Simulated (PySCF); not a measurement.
Finite-field polarisability of Ca (calcium, neutral)

[Ar] 4s2, closed-shell 1S. Computed with PySCF 2.14 in aug-cc-pwCVTZ-X2C with one added diffuse shell each of s, p, d, f type (10s9p7d4f, 100 functions), with the spin-free X2C one-electron Hamiltonian (Gaussian nucleus). Frozen: [Ne]. Energy changes in a uniform field (μhartree):

```json
{"axis": "x", "F (au)": "0.001", "HF": "-91.438", "MP2": "-71.134", "CCSD": "-80.315", "CCSD(T)": "-79.075"}
{"axis": "x", "F (au)": "0.002", "HF": "-366.145", "MP2": "-284.758", "CCSD": "-321.482", "CCSD(T)": "-316.509"}
```

Derive α along x at CCSD(T) from the two fields.

With ΔE = −αF²/2 − γF⁴/24, α = −(16 ΔE(F) − ΔE(2F))/(6F²) = 158.1 bohr³.

And the mean polarisability at each level?

HF 182.8, MP2 142.2, CCSD 160.6, CCSD(T) 158.1 bohr³. Reference: 160.8 ± 4 bohr³ (recommended; Schwerdtfeger and Nagle, table of static dipole polarizabilities (2023 update)).

The same two fields give the second hyperpolarisability, to two digits from the fit; its basis error is larger: HF 790000, MP2 440000, CCSD 440000, CCSD(T) 420000 au.
